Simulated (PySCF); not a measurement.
Job for PySCF: R-HF/3-21G on SbP, 2S+1 = 1, a spin state set in the input, which need not be the lowest, a point of a bond scan (R = 2.248 Å).

```python
from pyscf import gto, scf, dft, mp
from pyscf.data.elements import chemcore

mol = gto.M(
    atom='''
    P     0.00000000    0.00000000    0.00000000
    Sb    0.00000000    0.00000000    2.24848100
    ''',
    basis='3-21g',
    charge=0, spin=0, verbose=3, max_memory=1800)
mf = scf.RHF(mol)
mf.conv_tol = 1e-8
mf.max_cycle = 100
mf.kernel()
if not mf.converged:
    mf = mf.newton().run(mf.mo_coeff, mf.mo_occ)
```

Output:

```
converged SCF energy = -6624.65068608776
```

Self-consistency was reached.

Cost: about 0.15 core-seconds (a rough figure).
